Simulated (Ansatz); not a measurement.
Pulling on the C1–H4 bond in dimethyl selenide (SMILES C[Se]C) (multiplicity 1 held, fragments rigid). Energies count from the point at 1.088 Å.
Geometry at that point (charge 0, multiplicity 1):
```xyz
9

C      1.4414    -0.2539     0.8300
Se     0.0135     0.1222    -0.4606
C     -1.4883    -0.1695     0.7664
H      1.3560    -1.2746     1.1969
H      2.3854    -0.1353     0.3023
H      1.3958     0.4525     1.6562
H     -1.4777    -1.1930     1.1354
H     -2.4001     0.0025     0.1984
H     -1.4379     0.5341     1.5947
```

U- levels take the lowest unrestricted solution at each point, which mixes spins at long bonds. Active spaces are followed from a long bond inwards. Curves can end on different states.

Frozen-core correlation. Filled d and f shells under p-block atoms count as core.

Run with Ansatz (Gaussian orbitals). Values without a source in brackets are computed.

Problem. Predict the energy at R = 3.482 Å from U-HF/cc-pVDZ.

Solution. 3.76 eV

Problem. What is the computed energy at R = 3.482 Å (CASSCF(2,2)/cc-pVDZ)?

Solution. 4.26 eV

Problem. Give the energy at R = 3.482 Å at the level FIC-MRCISD+Q on CASSCF(2,2)/cc-pVDZ.

Solution. 4.58 eV

Doubts at one or more of the structures used: a spin-contaminated determinant (U-HF/cc-pVDZ).

Ansatz is a program for electronic structure.
